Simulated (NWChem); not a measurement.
System: CH3Cl2Si, doublet; SMILES Cl[Si](Cl)C

Here is an NWChem input.

```
start job
memory heap 200 mb stack 900 mb global 1100 mb
geometry units angstroms noautoz
  C     -2.045549     0.292265     0.000000
  Si    -0.349483    -0.502130     0.000000
  Cl     0.683336     0.122294    -1.687912
  Cl     0.683336     0.122294     1.687912
  H     -1.933855     1.388589     0.000000
  H     -2.607455    -0.009155    -0.896426
  H     -2.607455    -0.009155     0.896426
end
basis spherical
  C library 6-31g*
  Si library 6-31g*
  Cl library 6-31g*
  H library 6-31g*
end
dft
  odft
  mult 2
  xc b3lyp
  iterations 150
  mulliken
end
task dft energy
```

In the optimisation the excess spin sits in a' (Cs, its own frame). All runs use the structure optimised with PBE0/def2-SVP, spin-unrestricted. No stability test was run on the SCF state.

Problem. Give the results of this calculation. (B3LYP/6-31G* (spherical d), spin-unrestricted.) Quantities: energy (Ha); highest occupied level (eV); lowest empty minus highest occupied level, either spin (eV); dipole (D); <S²>.

Solution. 
* **energy (Ha)**: -1249.86
* **highest occupied level (eV)**: -6.22
* **lowest empty minus highest occupied level, either spin (eV)**: 2.95
* **dipole (D)**: 2.48
* **<S²>**: 0.751
